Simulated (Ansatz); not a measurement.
The molecule PN+, multiplicity 2 (lowest of 2S+1 = 2, 4 at CCSD(T)/def2-TZVPP on PBE0 minima; our sources give no spin for the ground state, which may be another). The T1 diagnostic near the minimum is 0.092, so single-reference values are doubtful.

Seven points along R, fitted to fifth degree in 1/R; most abundant isotopes. In def2 and cc sets the state is the lowest found near the PBE0 minimum, followed along R.

Run with Ansatz (Gaussian basis) for Hartree–Fock, density functionals and correlated methods. 

Energies at SVWN5/def2-TZVPP:

```tsv
R (Å)	E (hartree)
1.367512	-393.94911280
1.404273	-393.95986178
1.438093	-393.96531443
1.476324	-393.96730580
1.514556	-393.96572744
1.558669	-393.96044143
1.610135	-393.95077215
```

**Question.** With a reduced mass of 9.6434 u, find the minimum, the force constant and the constants.

**Answer.** A fifth-degree polynomial in 1/R puts the minimum at r_e = 1.4771 Å with force constant 1060 N/m. Then ω_e = (1/2πc)√(k/μ) = 1364 cm⁻¹ and B_e = h/(8π²cμr_e²) = 0.8012 cm⁻¹; the cubic and quartic terms give α_e = 0.0055 and ω_e x_e = 6.9 cm⁻¹.

Ansatz is a quantum-chemistry and plane-wave program.
